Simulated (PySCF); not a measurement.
## PtH₃⁻, singlet: data card

All numbers come from PBE0/[Pt def2-TZVPD with ECP60, H def2-TZVPD], scalar-relativistic core potentials, density fitting, no spin–orbit coupling, PySCF.

The structure is a minimum.

Coordinates in bohr (charge -1 multiplicity 1):
```
Pt    0.0135    0.0000    0.0000
H     3.1532    0.0000    0.0000
H    -2.8818    0.9814    0.0000
H    -2.8818   -0.9814    0.0000
```

| Property | Result |
| --- | --- |
| Point group | C2v |
| Bond lengths | H–H 1.039 Å, Pt–H 1.618 Å (×2), Pt–H 1.661 Å |
| Bond angles | H–H–Pt 71.3° (×2), H–Pt–H 37.4°, H–Pt–H 161.3° (×2) |
| Highest occupied level | -0.29 eV |
| Principal quadrupole moments (Buckingham, traceless) about the centre of mass | -2.75, 1.00, 1.75 D Å |
| Enthalpy at 298.15 K above 0 K | 11.14 kJ/mol |
| Dipole moment about the centre of mass | 1.81 D |
| Lowest empty level | 3.45 eV |
| Entropy at 298.15 K and 1 bar | 237.6 J/(mol K) |
| Rotational constants | 31.01, 2.247, 2.095 cm⁻¹ |
| Zero-point energy | 48.2 kJ/mol |
| Heat capacity Cp at 298.15 K | 46.0 J/(mol K) |
| Rotational symmetry number | 2 |
| Principal polarisabilities | 71.4, 73.3, 75.1 bohr³ |

Harmonic modes (masses in u: Pt 194.965, H 1.008):
| symmetry | ω (cm⁻¹) | IR (km/mol) | μ (u) |
| --- | --- | --- | --- |
| b2 | 553 | 37.9 | 1.02 |
| a1 | 621 | 55.7 | 1.01 |
| b1 | 663 | 13.8 | 1.02 |
| a1 | 1901 | 247 | 1.01 |
| b2 | 2086 | 17.9 | 1.01 |
| a1 | 2230 | 35.9 | 1.01 |

In C2v the vibrations span 2b2 + 3a1 + b1. Here b1 is antisymmetric to the molecular plane and b2 lies in it.

Charges (e); Mulliken and Löwdin values are unreliable with diffuse functions:
```
atom  Mulliken  Löwdin  polar tensor  Mayer order to Pt1
 Pt1     -1.05   -0.31         -0.70                   –
  H2     -0.02   -0.35         -0.28                0.64
H3,4      0.03   -0.17         -0.01                0.56
```
Other Mayer orders above 0.3: H–H 0.46.

Mulliken populations on Pt1 (electrons outside its core potential): s 3.77, p 6.24, d 9.02, f 0.01.

Stability towards spin polarisation was not tested. Other isomers or separated fragments may lie lower. The lowest empty level of this anion is unbound, so it and the gap depend on the basis. With an element this heavy the missing spin–orbit coupling can shift these numbers.

The final relaxation and frequency run took 51 s on 2 threads of a shared Arm Neoverse V1 host, with 70 basis functions and 12 gradients; the process peaked at 0.84 GiB. Launch command: `OMP_NUM_THREADS=2 python axn.py task.json out`.
